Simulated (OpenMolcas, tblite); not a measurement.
**Si2H4ClF (SMILES F[SiH]([SiH3])Cl): the vertical energy of the triplet above the singlet, rung by rung**

Si2H4ClF has 8 atoms, charge 0, and is taken as a singlet. As SMILES, `F[SiH]([SiH3])Cl`. The coordinates come from a PBE0-D4/def2-TZVP relaxation.

Quantity: the vertical energy of the triplet above the singlet, in eV. The values are calculated.

```json
{"level": "IPEA1-xTB", "kind": "semi-empirical", "program": "tblite", "value (eV)": "4.40", "less CCSD(T)/def2-SVP": "-2.07"}
{"level": "HF/def2-SVP", "kind": "Hartree–Fock", "program": "OpenMolcas", "value (eV)": "6.48", "less CCSD(T)/def2-SVP": "+0.01"}
{"level": "SVWN5/def2-SVP", "kind": "LDA", "program": "OpenMolcas", "value (eV)": "5.65", "less CCSD(T)/def2-SVP": "-0.82"}
{"level": "revPBE/def2-SVP", "kind": "GGA", "program": "OpenMolcas", "value (eV)": "5.60", "less CCSD(T)/def2-SVP": "-0.87"}
{"level": "M06-L/def2-SVP", "kind": "meta-GGA", "program": "OpenMolcas", "value (eV)": "6.02", "less CCSD(T)/def2-SVP": "-0.45"}
{"level": "PBE0/def2-SVP", "kind": "global hybrid", "program": "OpenMolcas", "value (eV)": "5.95", "less CCSD(T)/def2-SVP": "-0.52"}
{"level": "CCSD(T)/def2-SVP, open shells restricted", "kind": "coupled cluster or CI", "program": "OpenMolcas", "value (eV)": "6.47", "less CCSD(T)/def2-SVP": "0.00"}
```

CCSD(T)/def2-SVP, open shells restricted is the highest level here, not the true value. The values span 4.40 to 6.48 eV. A triplet this far above the singlet is often a Rydberg-like or dissociative state; sets without diffuse functions put Rydberg states too high. The upper state's dipole differs much between rows, so they may not all be the same state.
